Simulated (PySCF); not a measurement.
Compound: C₃H₁₀O₄SSi.
Geometry (PBE0-D3(BJ)/def2-SVP, Å), atoms numbered from 1 in this order:
```
atom  x, y, z in Å
C1     3.4800   -0.3271   -0.2206
O2     2.5363   -0.5940   -1.2191
Si3    0.9248   -0.8604   -0.9687
O4     0.2980    0.5859   -0.3370
C5    -0.8733    1.1758   -0.7232
S6    -2.2856    0.1467   -0.2228
C7    -2.2563    0.1834    1.5579
O8    -1.9133   -1.2139   -0.6331
O9    -3.5138    0.7722   -0.7007
H10    4.4882   -0.3861   -0.6581
H11    3.3484    0.6842    0.2032
H12    3.4263   -1.0563    0.6097
H13    0.3436   -1.1283   -2.3014
H14    0.7690   -1.9238    0.0574
H15   -1.0199    1.2575   -1.8179
H16   -0.9987    2.1709   -0.2674
H17   -1.2477   -0.0901    1.8932
H18   -2.5497    1.1814    1.9059
H19   -2.9870   -0.5711    1.8786
```

Computed, not measured: PBE0-D3(BJ)/def2-SVP geometry optimisation, gas phase (PySCF 2.14.0).

Masses are those of the commonest isotopes; rigid-rotor values at the optimised geometry. The values belong to one conformer with, in the numbering `[CH3:1][O:2][SiH2:3][O:4][CH2:5][S:6]([CH3:7])(=[O:8])=[O:9]`, C1–O2–Si3–O4 64°, O2–Si3–O4–C5 136°, Si3–O4–C5–S6 68°, O4–C5–S6–C7 66°.

(1) What are A, B and C (cm⁻¹)?

(2) What kind of rotor is it?

(3) Is it planar, by Δ = Ic − Ia − Ib?

(4) Give the other two planar moments, Paa and Pbb, and the rms extents of the mass along the axes.

(5) List the rotational levels J(Ka,Kc) to J = 4 (MHz).

(6) Which types of transition are allowed, and where do some lines up to J = 3 fall?

(7) Estimate the classical rotational partition function at 100 K, 298.15 K and 500 K.

Answers

(1) Ia = 163.28, Ib = 892.69, Ic = 910.62 u·Å²; 505379 MHz·u·Å²/I gives 3095, 566.1 and 555.0 MHz, that is A = 0.10324, B = 0.01888, C = 0.01851 cm⁻¹.

(2) A near-prolate asymmetric top: κ = (2 × 566.1 − 3095 − 555.0)/(3095 − 555.0) = -0.99.

(3) Not planar: Δ = Ic − Ia − Ib = -145.36 u·Å². For a rigid frame Δ = −2 Σ m c², so Σ m c² = 72.68 u·Å² lies off the ab plane: 18.01 from hydrogen and 54.67 from heavier atoms. The atom farthest from that plane is 1.99 Å away.

(4) Paa = Σ m a² = (Ib + Ic − Ia)/2 = 820.01 and Pbb = Σ m b² = (Ia + Ic − Ib)/2 = 90.61 u·Å². With the mass M = 170.01 u, the rms extents √(P/M) along a, b and c are 2.20, 0.73, 0.65 Å.

(5) Above 0(0,0):
J = 1: 1(0,1) 1121, 1(1,1) 3650, 1(1,0) 3661
J = 2: 2(0,2) 3363, 2(1,2) 5881, 2(1,1) 5915, 2(2,1) 13502, 2(2,0) 13502
J = 3: 3(0,3) 6727, 3(1,3) 9228, 3(1,2) 9295, 3(2,2) 16865, 3(2,1) 16865, 3(3,1) 29538, 3(3,0) 29538
J = 4: 4(0,4) 11211, 4(1,4) 13690, 4(1,3) 13801, 4(2,3) 21349, 4(2,2) 21350, 4(3,2) 34022, 4(3,1) 34022, 4(4,1) 51764, 4(4,0) 51764
The levels of one J sum to (2J + 1)J(J + 1)(A + B + C)/3.

(6) The dipole components are |μa| = 1.27 D, |μb| = 3.87 D, |μc| = 0.91 D. Intensities carry the squares of the components, which stand as 0.11 : 1.00 : 0.05 (a : b : c). Some lines, for components of 0.1 D or more:

```tsv
type	branch	J(Ka,Kc)	MHz	lower level (cm⁻¹)
c	Q	1(1,1) ← 1(0,1)	2529	0.037
b	Q	3(1,2) ← 3(0,3)	2568	0.224
a	R	3(0,3) ← 2(0,2)	3363	0.112
a	R	3(1,2) ← 2(1,1)	3380	0.197
c	R	1(1,0) ← 0(0,0)	3661	0.000
c	R	3(1,2) ← 2(0,2)	5931	0.112
b	Q	3(2,1) ← 3(1,2)	7570	0.310
c	Q	2(2,1) ← 2(1,1)	7587	0.197
c	R	2(2,1) ← 1(1,1)	9851	0.122
b	R	3(2,2) ← 2(1,1)	10950	0.197
c	Q	3(3,1) ← 3(2,1)	12673	0.563
b	Q	3(3,0) ← 3(2,1)	12673	0.563
b	R	3(3,1) ← 2(2,0)	16036	0.450
```

(7) Point group C1, symmetry number σ = 1; q = (√π/σ)·√((kT/h)³/(ABC)), k/h = 20836.6 MHz/K: 171000 at 100 K, 880000 at 298.15 K, 1910000 at 500 K.

Not checked by PBE0-D3(BJ)/def2-SVP frequencies. Constants of a rigid frame at the computed geometry: no zero-point averaging, no centrifugal distortion. A rigid rotor knows nothing of internal rotation, which can split or shift real lines.
